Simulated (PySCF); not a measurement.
Ru²²⁺: ionisation energy

Ru²²⁺ [Ar] 3d4 (5D) → Ru²³⁺ [Ar] 3d3 (4F), as a difference of total energies. All numbers are calculated (PySCF 2.14, the spin-free X2C one-electron Hamiltonian (Gaussian nucleus), in an uncontracted even-tempered set (19 s from 2.5 bohr⁻², ratio 2.5; 12 p from 3.2 bohr⁻², ratio 2.5; 8 d from 3.2 bohr⁻², ratio 2.5; 4 f from 12 bohr⁻², ratio 2.7; 3 g from 19 bohr⁻², ratio 2.7)). Correlated levels: outer shells: [Ne] frozen; virtual orbitals above 40 to 60 times the deepest correlated orbital energy dropped. The calculations carry no spin-orbit coupling.

```csv
method,ionisation energy (eV)
UHF,1048.1
LDA,1048.8
PBE,1048.0
PBE0,1048.4
r2SCAN,1047.9
M06,1049.5
M06-L,1048.9
MP2 (outer shells),1048.8
SCS-MP2 (outer shells),1048.3
```

A first-order spin-orbit estimate (lowest level to lowest level, LS coupling) adds -1.202 eV.

Breit and QED terms and the two-electron picture change are absent.

For comparison: 1048 ± 4 eV (theoretical estimate listed by NIST; NIST Atomic Spectra Database, ionization energies).
